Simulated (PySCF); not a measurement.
GaBr3, SMILES [Ga]([Br])([Br])[Br]. The structure is a stationary point at PBE-D3(BJ)/def2-SVP. The isomer is the one that the SMILES or the coordinates give; other isomers of the formula were not compared.

Computed equilibrium geometry at PBE-D3(BJ)/def2-SVP (PySCF confirms it by a frequency run) as bond lengths and angles, and its point group:
point group D3h.
Atoms: Ga1 Br2 Br3 Br4. Bonds (Å): Ga1–Br2 2.284, Ga1–Br3 2.284, Ga1–Br4 2.284. Angles (°): Br2–Ga1–Br3 120.0, Br2–Ga1–Br4 120.0, Br3–Ga1–Br4 120.0.
Charge 0, spin multiplicity 1.
